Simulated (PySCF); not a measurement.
## Radial density of He (helium, neutral)

B3LYP, 1s2, closed-shell 1S. All numbers are calculated (PySCF 2.14, no relativity, point nucleus, in aug-cc-pVQZ).

```
r (bohr)  4πr²ρ (e/bohr)
  0.0117        0.005996
  0.0197         0.01663
  0.0331         0.04480
  0.0557          0.1152
  0.0938          0.2804
   0.158          0.6145
   0.265           1.146
   0.446           1.641
   0.750           1.579
    1.26          0.8426
    2.12          0.1853
    3.57         0.01009
    6.01       4.439e-05
```
